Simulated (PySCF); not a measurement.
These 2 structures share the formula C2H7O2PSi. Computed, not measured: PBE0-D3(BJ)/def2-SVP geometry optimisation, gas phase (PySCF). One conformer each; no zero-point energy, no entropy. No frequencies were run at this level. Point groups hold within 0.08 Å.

Question: Order them by energy at this level, lowest first, and give relative energies in kJ/mol.
A. `[CH3:1][C:2](=[O:3])[O:4][SiH2:5][PH2:6]` with C1–C2–O4–Si5 180°, C2–O4–Si5–P6 -177°, O4–Si5–P6–H -81° and -174°
B. `[PH2:1][SiH:2]1[O:3][CH2:4][CH2:5][O:6]1` with H–P1–Si2–O3 177° and -89°, P1–Si2–O3–C4 -98°, Si2–O3–C4–C5 -30°, O3–C4–C5–O6 35°, C4–C5–O6–Si2 -24°

Answer: B (0.0), A (14.2).

As drawn, the higher has a C=O bond and a C(=O)–O unit, which the lower lacks.

```csv
SMILES,E (Eh),E rel (kJ/mol),dipole (D),point group,"A, B, C (MHz)"
P[SiH]1OCCO1,-860.91238,0.0,0.88,C1,"4675, 1567, 1422"
CC(=O)O[SiH2]P,-860.90698,14.2,1.34,–,"6117, 1055, 921.5"
```

How do the relative energies change in single points at B3LYP/pcSseg-1 (no added dispersion term) on the same geometries?

```json
{"SMILES": "P[SiH]1OCCO1", "PBE0-D3(BJ)/def2-SVP (kJ/mol)": "0.0", "B3LYP/pcSseg-1 (kJ/mol)": "0.0", "shift": "0.0"}
{"SMILES": "CC(=O)O[SiH2]P", "PBE0-D3(BJ)/def2-SVP (kJ/mol)": "14.2", "B3LYP/pcSseg-1 (kJ/mol)": "1.0", "shift": "-13.2"}
```

Each column counts from its own lowest isomer. The order is unchanged; the largest shift is 13.2 kJ/mol.

As an exercise, what shares would exp(−E/RT) give at 1000 K from these electronic energies alone (no entropy, no degeneracies)?

RT = 8.314 kJ/mol: P[SiH]1OCCO1 84.6 %, CC(=O)O[SiH2]P 15.4 %.
